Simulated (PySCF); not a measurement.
C4H8B2Cl2.
Cartesian coordinates in Å at the PBE0-D3(BJ)/def2-SVP level; atoms count from 1:
```xyz
16
C4H8B2Cl2 angstrom
C      1.9887   -1.4793   -0.2041
C      0.7199   -1.1529   -0.4991
B      0.1057    0.2555   -0.2344
C      0.9000    1.4391    0.4205
C     -1.4156    0.4917   -0.6401
B     -2.2343   -0.1253    0.5199
Cl    -2.5387    0.7858    1.9944
Cl    -2.8129   -1.7851    0.4707
H      2.4029   -2.4739   -0.4037
H      2.6735   -0.7572    0.2538
H      0.0937   -1.9333   -0.9515
H      0.2818    1.9445    1.1810
H      1.8687    1.1757    0.8682
H      1.0873    2.1998   -0.3596
H     -1.6376   -0.0463   -1.5746
H     -1.6329    1.5665   -0.7274
```

Linear response at PBE0/def2-SVPD (PySCF, frozen core in the response, non-relativistic). The structure is a single PBE0-D3(BJ)/def2-SVP conformer in the gas phase; no vibrational or solvent corrections.

Static isotropic polarisability: 104.24 au (15.45 Å³), principal values 84.3, 108.1, 120.4 au.

**Question.** What is the polarisability at 1064 nm and at the sodium D line?

**Answer.** 105.38 au at 1064 nm (+1.1 %), 108.17 au at 589.3 nm (+3.8 %). The rise at 589.3 nm is 3.45 times that at 1064 nm; a pure ω² law gives 3.26. The lowest singlet lies at 241 nm, shorter than both wavelengths.

**Question.** What is the isotropic C6 coefficient between two such molecules, C6 = (3/π)∫α(iω)² dω?

**Answer.** 4171 au (Eh·bohr⁶) by a ten-point quadrature over imaginary frequencies, which is 2490 eV·Å⁶ or 240 J·nm⁶/mol.

**Question.** Which effective excitation energy ω̄ makes London's formula C6 = (3/4)α²ω̄ exact here?

**Answer.** ω̄ = 4·C6/(3α²) = 0.512 Eh = 13.9 eV. A one-pole form α(ω) = α/(1 − ω²/ω̄²) fitted to the 1064 nm value gives 11.2 eV.

**Question.** What n − 1 at the D line would an ideal gas of it have at 273.15 K and 1 atm (2.6868 × 10¹⁹ cm⁻³), by n − 1 = 2π·N·α′?

**Answer.** 27.06 × 10⁻⁴, a formal value whether or not that pressure can be reached.

**Question.** The lowest 6 singlets have (eV, f): 5.15, 0.030; 5.22, 0.063; 5.50, 0.111; 5.64, 0.038; 5.99, 0.008; 6.37, 0.049. What share of the static polarisability do they carry in the sum over states α = Σ f/ω²?

**Answer.** 7.19 au, 6.9 % of α; the largest term, 2.71 au, is that of the state at 5.50 eV. Their oscillator strengths add up to 0.30. Higher states carry the rest.

**Question.** How many electrons N does the Slater–Kirkwood formula C6 = (3/4)·√N·α^(3/2) need to give this C6?

**Answer.** N = (4·C6/3)²/α³ = 27.3; the species has 76 electrons in all.

**Question.** How anisotropic is the static polarisability, by Δα² = ½[(α1 − α2)² + (α2 − α3)² + (α3 − α1)²]?

**Answer.** Δα = 31.8 au, or 0.30 of the isotropic value.

**Question.** What three-body coefficient follows from the one-pole estimate C9 = (3/4)·α·C6?

**Answer.** 326000 au. This is an estimate from the two numbers above, not a computed integral.
